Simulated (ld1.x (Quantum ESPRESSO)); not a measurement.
silicon: variants of one TM potential

Base potential:

```json
{
  "Element": "silicon",
  "Generator": "ld1.x (Quantum ESPRESSO) 7.5",
  "Type": "norm-conserving Troullier–Martins (Kleinman–Bylander form)",
  "Functional": "PW91",
  "Relativity": "scalar-relativistic",
  "Frozen core": "[Ne]",
  "Valence charge": "4",
  "Reference configuration": "3s2 3p2",
  "Partial waves": "3s (bound): rc 1.40 bohr; 3p (bound): rc 1.85 bohr",
  "Local potential": "all-electron potential smoothed inside 1.25 bohr (lloc = -1)",
  "Core correction": "none"
}
```

Cutoffs, loose and tight: the cutoffs (Ry, on a coarse ladder) from which the occupation-weighted sum of valence levels, in a spherical-Bessel basis at the reference potential, stays within 10 and 1 mRy of its value at 400 Ry. They do not see the model core or the augmentation charge, which bear on the density cutoff. Test errors are all-electron minus pseudo excitation energies from the reference, over the configurations 3s2 3p1; 3s2 3p0; 3s1 3p0; 3s0 3p4; 3s2 3p1.5; 3s1 3p3; 3s1 3p2. A dash means not determined; rows that change the core or the reference have their own tests. The largest error is taken over the tests solved by every variant that gives reliable tests at all: 3s0 3p4; 3s1 3p2; 3s1 3p3; 3s2 3p0; 3s2 3p1; 3s2 3p1.5.

A true bound ghost makes a file unfit for plane-wave use even where its test errors are small: the radial tests pick states by their node count and pass the ghost by. Where a test does run into it, the solver fails or the error is huge.

```csv
change,outcome,"cutoff, loose","cutoff, tight",bound ghosts,largest test error (meV)
base,generated,18 Ry,70 Ry,none,+149
local potential all-electron potential smoothed inside 0.90 bohr (lloc = -1),generated,15 Ry,70 Ry,s,+25
local potential all-electron potential smoothed inside 1.52 bohr (lloc = -1),generated,30 Ry,70 Ry,none,+25
local potential all-electron potential smoothed inside 1.74 bohr (lloc = -1),generated,30 Ry,70 Ry,none,+25
local potential all-electron potential smoothed inside 1.90 bohr (lloc = -1),generated,30 Ry,70 Ry,none,+25
local potential all-electron potential smoothed inside 2.16 bohr (lloc = -1),generated,30 Ry,70 Ry,none,+24
```

Problem. What comes out with this change to the base: local potential all-electron potential smoothed inside 1.30 bohr (lloc = -1)?

Solution. outcome: generated; cutoff, loose: 30 Ry; cutoff, tight: 70 Ry; bound ghosts: none; largest test error (meV): +49.

Problem. What comes out with this change to the base: local potential all-electron potential smoothed inside 0.72 bohr (lloc = -1)?

Solution. outcome: generated; cutoff, loose: 35 Ry; cutoff, tight: 70 Ry; bound ghosts: s; largest test error (meV): +25.

Problem. What comes out with this change to the base: local potential all-electron potential smoothed inside 1.16 bohr (lloc = -1)?

Solution. outcome: generated; cutoff, loose: 25 Ry; cutoff, tight: 70 Ry; bound ghosts: none; largest test error (meV): +78.

Reading the sweep of the rcloc (base included, trends over the rows without a ghost): The loose cutoff rises from 25 Ry at 1.16 to 30 Ry at 2.16 bohr, with one reversal. The median size of the test errors (rows with all tests solved) falls from 12.7 meV at 1.16 to 9.7 meV at 2.16 bohr, with one reversal. Bound ghosts are found at 0.72, 0.9 bohr.
